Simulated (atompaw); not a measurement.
## Scattering properties, PAW (atompaw) potential for O

oxygen, PAW, made with atompaw 4.2.0.5 (PBEsol, scalar-relativistic). Core [He], reference 2s2 2p2.5 (charge +1.5). Waves: 2s (bound): rc 1.25 bohr; 2s channel at 0.8 Ry: rc 1.25 bohr; 2p (bound): rc 1.25 bohr; 2p channel at -0.1 Ry: rc 1.25 bohr. Local part: bessel scheme, radius 1.05 bohr. Core correction: smooth core density matched at 0.75 bohr. Augmentation charge: sinc compensation charge, radius 1.15 bohr; PAW radius 1.25 bohr; waves and projectors: custom rrkj gramschmidtortho.

The phase is arctan(r·u′/u) with u = r·R(r), unwrapped; energies in Ry, scanned from -6 to 5 Ry. A pole is an energy at which the radial function vanishes at the test radius. The pseudo phase is shifted by a multiple of π to meet the all-electron one at the reference energy, and phase errors are pseudo minus all-electron; the curves can meet again beyond the range given. Levels narrower than the energy grid can be missing from the lists of poles.

**Question.** For each channel, where are the poles, and over which energies does the pseudopotential scatter like the atom?

**Answer.**

| channel | radius (bohr) | reference energy (Ry) | poles, all-electron | poles, pseudo | unbroken range about the reference energy with phases within 0.05 rad | phase error 1 Ry above the reference energy (rad) |
| --- | --- | --- | --- | --- | --- | --- |
| s | 1.25 | -3.56 | 0.04 | 0.04 | the whole range | -0.000 |
| p | 1.25 | -2.45 | 0.23 | 0.23 | the whole range | +0.000 |

Phases in the s channel:

```csv
E (Ry),all-electron,pseudo
-6.00,0.801,0.800
-5.52,0.630,0.629
-5.04,0.368,0.368
-4.56,-0.012,-0.012
-4.08,-0.450,-0.450
-3.60,-0.813,-0.813
-3.12,-1.058,-1.058
-2.64,-1.219,-1.219
-2.16,-1.328,-1.328
-1.68,-1.407,-1.407
-1.20,-1.466,-1.466
-0.72,-1.513,-1.513
-0.24,-1.551,-1.551
0.24,-1.584,-1.584
0.72,-1.612,-1.612
1.20,-1.638,-1.638
1.68,-1.661,-1.661
2.16,-1.683,-1.684
2.64,-1.705,-1.705
3.12,-1.726,-1.726
3.60,-1.747,-1.748
4.08,-1.769,-1.770
4.56,-1.792,-1.794
```
